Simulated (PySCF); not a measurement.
## CsRb at r²SCAN

Level: r²SCAN. Cs def2-SVPD with ECP46, Rb def2-SVPD with ECP28; scalar-relativistic core potentials (PySCF 2.14).

```json
{
 "state": "¹Σ⁺ (singlet), closed shell",
 "bond length": "4.613 Å",
 "harmonic wavenumber": "46.4 cm⁻¹",
 "force constant": "0.0657 mdyn/Å",
 "rotational constant Be": "0.01529 cm⁻¹",
 "anharmonicity ωexe": "0.0822 cm⁻¹",
 "vibration–rotation constant αe": "1.99e-05 cm⁻¹",
 "well depth De to Cs + Rb": "0.30 eV",
 "dissociation energy D0": "0.29 eV",
 "HOMO–LUMO gap": "0.91 eV",
 "bond order (Mayer)": "0.93",
 "dipole moment (positive dipole means Cs(−)Rb(+))": "-1.44 D"
}
```

Closed-shell solutions of metal pairs were not tested for spin polarisation, which can lower them a little. The bond is weak. Basis-set superposition, not corrected here, can be much of De in a small basis, most of all at correlated wavefunction levels. Functionals without a dispersion term scatter widely for such bonds, and LDA overbinds them. Spin–orbit coupling is left out.
